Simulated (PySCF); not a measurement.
**A ladder of Hamiltonians for Se¹⁶⁺ (selenium, charge +16)**

Occupied: 1s1/2, 2s1/2, 2p1/2, 2p3/2, 3s1/2, 3p1/2, 3p3/2. Hartree-Fock calculated with PySCF 2.14 in an even-tempered Gaussian basis (18 s from 0.64 bohr⁻², ratio 2.7; 13 p from 0.77 bohr⁻², ratio 2.7), Gaussian nucleus throughout. NR is non-relativistic, sf-X2C the spin-free one-electron X2C Hamiltonian, X2C adds the bare one-electron spin-orbit term, X2C-SNSO screens it by Boettger's factors, DC is four-component Dirac-Coulomb, and the Gaunt and Breit terms are added at first order (total energies over the DC spinors, levels after relaxing the spinors in that mean field). QED terms are absent. Levels marked empty are virtual spinors of this ion; the basis has s and p functions only, so 3d, which can lie below the n = 4 levels, is absent.

```tsv
Hamiltonian	E (hartree)
NR	-2271.0256
sf-X2C	-2299.5996
X2C	-2299.7390
X2C-SNSO	-2299.7228
DC	-2300.1361
DC+Gaunt	-2298.8612
DC+Breit	-2298.9797
```

```
   level (eV)        NR    sf-X2C       X2C  X2C-SNSO        DC  DC+Gaunt  DC+Breit
        1s1/2  -13111.3  -13307.9  -13307.5  -13307.6  -13315.1  -13295.5  -13296.8
        2s1/2   -2221.6   -2267.9   -2267.8   -2267.8   -2268.5   -2266.9   -2267.0
        2p1/2   -2048.8   -2059.3   -2090.1   -2088.2   -2088.4   -2085.6   -2085.9
        2p3/2   -2048.8   -2059.3   -2044.5   -2045.4   -2045.9   -2044.0   -2044.2
        3s1/2   -715.65   -726.43   -726.40   -726.41   -726.55   -726.26   -726.28
        3p1/2   -650.14   -653.26   -659.36   -658.99   -658.99   -658.48   -658.55
        3p3/2   -650.14   -653.26   -650.33   -650.50   -650.59   -650.24   -650.31
4s1/2 (empty)   -309.15   -312.59   -312.59   -312.59   -312.63   -312.53   -312.54
4p1/2 (empty)   -288.26   -289.42   -291.19   -291.08   -291.09   -290.93   -290.95
4p3/2 (empty)   -288.26   -289.42   -288.57   -288.61   -288.64   -288.53   -288.56
```

Task: How large are the two-electron picture-change error of X2C and the Breit correction in the total energy?

Result: X2C-1e lies 0.3971 hartree above Dirac-Coulomb; Gaunt adds 1.2748 and the full Breit term 1.1563 hartree.

```csv
interval (eV),X2C,X2C-SNSO,DC,DC+Gaunt,DC+Breit
2p3/2 − 2p1/2,45.62,42.89,42.45,41.64,41.64
3p3/2 − 3p1/2,9.027,8.486,8.401,8.237,8.237
4p3/2 − 4p1/2,2.627,2.470,2.447,2.398,2.398
```

Weight of the small component: 1s1/2 0.0152, 2s1/2 0.00304, 2p1/2 0.00300, 2p3/2 0.00294, 3s1/2 0.000923, 3p1/2 0.000878, 3p3/2 0.000865, 4s1/2 0.000362, 4p1/2 0.000342, 4p3/2 0.000337.

Koopmans' value for the highest occupied level at DC+Breit: 650.31 eV, against an ionisation energy of 650.5 ± 2.1 eV (semi-empirical (NIST evaluation); NIST Atomic Spectra Database, ionization energies); the former lacks relaxation, correlation, QED and recoil.

The whole ladder took 130 s of wall time on 1 thread of Intel(R) Xeon(R) Platinum 8259CL CPU @ 2.50GHz (shared host), launched as `OMP_NUM_THREADS=1 python relrun2.py TASK.json OUT` (a driver that calls PySCF for each Hamiltonian).
